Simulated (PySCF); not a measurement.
# Radial density of N²⁺ (nitrogen, charge +2)

UHF, [He] 2s2 2p1, 2P determinant. All numbers are calculated (PySCF 2.14, no relativity, point nucleus, in aug-cc-pVTZ).

| r (bohr) | 4πr²ρ (e/bohr) | 4πr²(ρα − ρβ) |
| --- | --- | --- |
| 0.00424 | 0.04437 | 0.0000 |
| 0.00713 | 0.1211 | 0.0000 |
| 0.0120 | 0.3190 | 0.0001 |
| 0.0202 | 0.8064 | 0.0002 |
| 0.0339 | 1.882 | 0.0006 |
| 0.0571 | 3.867 | 0.0021 |
| 0.0960 | 6.391 | 0.0089 |
| 0.161 | 7.392 | 0.0414 |
| 0.272 | 4.814 | 0.1624 |
| 0.457 | 1.967 | 0.4897 |
| 0.768 | 2.490 | 0.8416 |
| 1.29 | 2.021 | 0.5957 |
| 2.17 | 0.3433 | 0.1035 |
| 3.66 | 0.005717 | 0.0017 |
